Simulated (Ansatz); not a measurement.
Geometry optimisation, Ansatz 0.2.0, RKS PBE0-D4/6-31G*.

Input file:

```yaml
crystal:
  periodic: [false, false, false]
  atoms:
    - { symbol: Al, position_ang: [-0.157535, -0.371652, -0.501726] }
    - { symbol: H, position_ang: [-0.513331, -0.681382, 1.001319] }
    - { symbol: O, position_ang: [1.404999, -0.750657, -1.09122] }
    - { symbol: H, position_ang: [2.091438, -1.080095, -0.503522] }
    - { symbol: H, position_ang: [-1.219715, 0.130207, -1.560652] }
    - { symbol: O, position_ang: [-0.012827, 1.849201, 1.461336] }
    - { symbol: Si, position_ang: [0.847822, 2.825792, 2.50566] }
    - { symbol: H, position_ang: [1.863283, 2.044851, 3.27201] }
    - { symbol: H, position_ang: [1.526598, 3.836511, 1.658049] }
    - { symbol: H, position_ang: [-0.043577, 3.511119, 3.484819] }
    - { symbol: H, position_ang: [-0.331756, 0.986806, 1.818128] }
basis:
  gaussian: { orbitals: "6-31G*" }
hamiltonian:
  xc: pbe0
  dispersion: d4
relax:
  f_tol: 0.03
  max_steps: 50
```

Command:

```bash
$ ansatz run input.yaml --threads 1 --pin off --max-ram 2048MiB --backend cpu --events-out ev --progress --plain --runs-dir out
```

Task: Where does it end, and by what steps?

Result: The run converged. After 22 steps the energy has fallen by 1.023 eV; O3 moved furthest, 2.00 Å. Joined: Al1–O6 (2.97 → 1.90 Å), O3–Si7 (5.10 → 2.06 Å).

| step | energy less start (eV) | largest force component (eV/Å) | accepted |
| --- | --- | --- | --- |
| 0 | 0.0000 | 0.905 | yes |
| 1 | -0.1166 | 0.557 | yes |
| 2 | -0.2400 | 0.781 | yes |
| 3 | -0.3720 | 0.624 | yes |
| 4 | -0.4481 | 0.634 | yes |
| 5 | -0.5357 | 0.461 | yes |
| 6 | -0.5991 | 0.728 | yes |
| 7 | -0.6657 | 0.511 | yes |
| 8 | -0.7239 | 0.321 | yes |
| 9 | -0.7691 | 0.152 | yes |
| 10 | -0.8062 | 0.191 | yes |
| 11 | -0.8378 | 0.261 | yes |
| 12 | -0.8739 | 0.664 | yes |
| 13 | -0.9055 | 1.157 | yes |
| 14 | -0.9596 | 1.010 | yes |
| 15 | -1.0080 | 0.167 | yes |
| 16 | -1.0005 | 0.306 | no |
| 17 | -1.0202 | 0.040 | yes |
| 18 | -1.0225 | 0.039 | yes |
| 19 | -1.0229 | 0.036 | yes |
| 20 | -1.0230 | 0.030 | yes |
| 21 | -1.0229 | 0.099 | no |
| 22 | -1.0231 | 0.005 | yes |

```xyz
11
Properties=species:S:1:pos:R:3
Al -0.264 0.044 0.053
H -0.301 -1.470 0.558
O 1.396 0.782 0.195
H 2.163 0.210 0.316
H -1.148 0.554 -1.167
O -0.474 1.259 1.503
Si 1.098 2.056 1.787
H 2.188 1.297 2.461
H 1.496 3.151 0.871
H 0.524 2.823 2.960
H -1.224 1.596 2.006
```

Whether the end is a true minimum wasn't checked by a vibrational analysis.

The run took 100 s on 1 thread of Arm Neoverse V1 (shared host), peak memory 0.16 GiB.
